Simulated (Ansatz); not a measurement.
C₄H₇O, SMILES [CH2]C(=O)CC, multiplicity 2.

Coordinates come from a PBE-D3(BJ)/def2-SVP optimisation. The isomer is the one that the SMILES or the coordinates give; other isomers of the formula were not compared. The values are those of a single conformer.

Two levels are set side by side: PBE/def2-SVPD (Ansatz, a first-principles code) and PBE0/def2-SVPD (Ansatz). Energy differences of separate SCF runs at the same geometry; the states with an electron removed or added have multiplicity 3 and 1. Differences are taken from unrounded values.

```tsv
quantity	PBE0	PBE	PBE minus PBE0
vertical ionisation energy (eV)	9.55	9.42	-0.13
vertical electron affinity (eV)	1.32	1.44	0.12
```
